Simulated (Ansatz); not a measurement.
Coupled-cluster run, `O=C[BH][GeH3]`.

```yaml
crystal:
  periodic: [false, false, false]
  atoms:
    - {symbol: O, position_ang: [0.029204, 2.199297, 0.167680]}
    - {symbol: C, position_ang: [-0.939754, 1.459839, 0.079667]}
    - {symbol: B, position_ang: [-0.352417, 0.191185, 0.714844]}
    - {symbol: Ge, position_ang: [0.719194, -1.157724, -0.413556]}
    - {symbol: H, position_ang: [-1.891284, 1.796754, -0.367528]}
    - {symbol: H, position_ang: [-0.418678, 0.093658, 1.903055]}
    - {symbol: H, position_ang: [2.094873, -1.452033, 0.205880]}
    - {symbol: H, position_ang: [-0.070322, -2.482634, -0.440937]}
    - {symbol: H, position_ang: [0.917684, -0.694644, -1.866206]}
basis:
  gaussian: {orbitals: def2-SVP}
correlation: {method: ccsd_t}
```

```sh
$ ansatz run in.yaml --threads 2 --pin off --events-out ev --progress --plain --max-ram 4352MiB
```

Log, shortened:

```
Functional definition: HF
988 factors; integrals over basis functions are off by at most 1.4e-3 eV
mean field evaluation 1: about -60277.4007 eV, gradient 3.2e1 eV
mean field evaluation 2: about -60277.4625 eV, gradient 3.2e1 eV
mean field evaluation 4: about -60280.2097 eV, gradient 4.0e0 eV
mean field evaluation 8: about -60280.2934 eV, gradient 2.2e-1 eV
mean field -60280.29401279 eV, -2215.2599455192 hartree, gradient 1.6e-6 eV, S^2 0.000000; 0 other end points of the search recorded, 0 dependent functions left out
12 core orbitals not correlated: weight in the atoms' cores, before any rotation towards them, 1.000 or more for the frozen orbitals, at most 0.000 for the correlated occupied ones
reference -60280.29401279 eV, -2215.2599455192 hartree; 16, 16 occupied and 71, 71 virtual orbitals, 988 factors
second order -17.10019777 eV of doubles, -0.00000000 eV of singles
cycle   1  -17.21191146 eV  change   -1.1e-1 eV  update   1.3e-1
cycle   2  -17.84201111 eV  change   -6.3e-1 eV  update   4.5e-2
cycle   3  -18.02645564 eV  change   -1.8e-1 eV  update   3.0e-2
cycle   4  -18.01573516 eV  change    1.1e-2 eV  update   1.0e-2
cycle   5  -18.01132655 eV  change    4.4e-3 eV  update   6.2e-3
cycle   6  -18.01511419 eV  change   -3.8e-3 eV  update   2.6e-3
cycle   7  -18.01411003 eV  change    1.0e-3 eV  update   1.2e-3
cycle   8  -18.01418974 eV  change   -8.0e-5 eV  update   4.0e-4
cycle   9  -18.01446138 eV  change   -2.7e-4 eV  update   1.4e-4
cycle  10  -18.01439933 eV  change    6.2e-5 eV  update   4.7e-5
cycle  11  -18.01441061 eV  change   -1.1e-5 eV  update   1.9e-5
perturbative correction -0.59826087 eV, -0.0219856815 hartree
Total energy: -60298.90668428 eV, -2215.9439485802 hartree
```

It took 9.5 s on 2 threads of an Arm Neoverse V1 on a shared host, with 0.4 GiB of host memory at the peak.

The correlation energy is -18.613 eV, 3.2 % of it from (T); the T1 diagnostic reads 0.0192.
